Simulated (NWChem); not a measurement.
Molecule: hydrogen bromide (HBr); SMILES Br

All runs: NWChem. Pople sets run with spherical d functions. Coordinates come from a PBE0/def2-SVP optimisation. Computed dipoles belong to the equilibrium geometry; the measured one is vibrationally averaged.

Measured dipole moment: 0.83 D (NIST CCCBDB, as tabulated in the package chemicals).

Problem. Which of these levels lies farthest from the measured value, and how do the others fare: B3LYP/STO-3G; B3LYP/3-21G; B3LYP/6-31G*; B3LYP/def2-SVP; B3LYP/aug-cc-pVTZ; B3LYP/def2-SVPD; B3LYP/def2-TZVP?

Solution. B3LYP/3-21G.
| level | dipole moment (D) | computed − measured |
|---|---|---|
| B3LYP/STO-3G | 1.19 | +0.36 |
| B3LYP/3-21G | 1.24 | +0.41 |
| B3LYP/6-31G* | 1.10 | +0.27 |
| B3LYP/def2-SVP | 1.01 | +0.18 |
| B3LYP/def2-SVPD | 0.84 | +0.01 |
| B3LYP/def2-TZVP | 0.92 | +0.09 |
| B3LYP/aug-cc-pVTZ | 0.84 | +0.01 |
